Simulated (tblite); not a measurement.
Start geometry of `[H]/N=C\C=C/[Si](F)(F)F` from a force field or distance geometry (Å):
```
atom  x, y, z in Å
N1    -2.6287    0.9833    0.3111
C2    -1.3841    0.7202    0.2432
C3    -0.8247   -0.5648   -0.2605
C4     0.4687   -0.8596   -0.3549
Si5    1.9540    0.0867    0.1118
F6     2.1033    1.3120   -0.9152
F7     1.7847    0.6377    1.5937
F8     3.2356   -0.8684    0.0126
H9    -3.2031    0.2090   -0.0394
H10   -0.6661    1.4722    0.6093
H11   -1.5764   -1.2871   -0.5955
H12    0.7379   -1.8419   -0.7423
```

Problem. What comes out of this run: tblite, GFN2-xTB geometry optimisation, gas phase?

Solution. 
```
atom  x, y, z in Å
N1    -2.548    1.033    0.279
C2    -1.347    0.670    0.171
C3    -0.860   -0.626   -0.286
C4     0.433   -0.964   -0.344
Si5    1.884    0.105    0.127
F6     2.058    1.437   -0.718
F7     1.912    0.597    1.635
F8     3.242   -0.687   -0.075
H9    -3.238    0.329    0.013
H10   -0.591    1.399    0.453
H11   -1.622   -1.337   -0.586
H12    0.679   -1.959   -0.695
```

The energy falls by 0.200 eV over 63 L-BFGS steps, the largest force on an atom goes from 1.19 to 0.010 eV/Å, and the atoms move by 0.141 Å rms after alignment. The bond that changes most is C4–Si5 (alkene CH carbon to fluorine-bound silicon), which lengthens by 0.040 Å. Bonds longer at the end by more than 0.005 Å: 2 of 11; shorter: 8. Among the angles that change most is C4–Si5–F6, from 108.0° to 115.6°. Among the dihedrals that turn most is C3–C4–Si5–F7, from 49° to 60°. Rotational constants go from 3320, 921.3, 885.8 to 3297, 950.7, 893.0 MHz. The orientation of the end geometry is arbitrary; only internal coordinates are fixed.

Time: 1.0 s wall. Hardware: one thread of an Intel Xeon at 2.50 GHz, shared host.

Its GFN2-xTB frequencies are all real (lowest 27 cm⁻¹). The numbers are those of one conformer. 3 starts were optimised and ended at 0.00, 0.02 and 1.66 kcal/mol (GFN2-xTB); the lowest of these is shown.

The numbers are calculated, not measured.
